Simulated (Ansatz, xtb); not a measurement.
Two isomers of C2H11AlSi2

Structure X is `[CH3][AlH][CH]([SiH3])[SiH3]`, a singlet and structure Y is `[SiH3][CH2][AlH][CH2][SiH3]`, a singlet. Both are isolated molecules in the gas phase, relaxed with PBE-D3(BJ)/def2-SVP, each in the lowest conformer that the search found.

Estimate E(Y) − E(X) at the level CCSD(T)/def2-SVP + ΔMP2/def2-TZVPP.

Calculated at CCSD(T)/def2-SVP + ΔMP2/def2-TZVPP: E(Y) − E(X) = +1.67 kcal/mol, so structure X lies lower.

Level by level:

| level | geometry | E(Y) − E(X) (kcal/mol) | departure from the last row (kcal/mol) | job, with rough time for the two |
| --- | --- | --- | --- | --- |
| PBE-D3(BJ)/def2-SVP | PBE-D3(BJ)/def2-SVP | +1.10 | −0.57 | optimisation, 2.2 min |
| HF/def2-SVP | PBE-D3(BJ)/def2-SVP | +1.11 | −0.56 | part of the CCSD(T) run |
| MP2/def2-SVP | PBE-D3(BJ)/def2-SVP | +1.84 | +0.17 | part of the CCSD(T) run |
| CCSD(T)/def2-SVP | PBE-D3(BJ)/def2-SVP | +1.67 | 0.00 | single point |
| CCSD(T)/def2-SVP + ΔMP2/def2-TZVPP | PBE-D3(BJ)/def2-SVP | +1.67 |  | single point, 62 s |

As drawn, both hold the same kinds of bond in the same numbers. Structure X has 1 methyl group, Y 0.

The levels shown agree on the order. The largest departure from CCSD(T)/def2-SVP + ΔMP2/def2-TZVPP is that of PBE-D3(BJ)/def2-SVP, 0.57 kcal/mol. Levels run at GFN2-xTB geometries aren't shown. The last row adds to CCSD(T) the change of the MP2 difference between the two basis sets, here 0.00 kcal/mol.

With thermal terms from frequencies at re-optimised GFN2-xTB minima (ideal gas, soft modes damped towards free rotors, one conformer each, 298.15 K, 1 atm): on the last row, ΔE + ΔZPE = +1.93, ΔH = +1.71, ΔG = +2.04 kcal/mol.

The correlated steps freeze 17 core orbitals. Programs: Ansatz 0.2.0, xtb 6.7.1; the last row on 2 threads of Arm Neoverse V2 on a shared host.
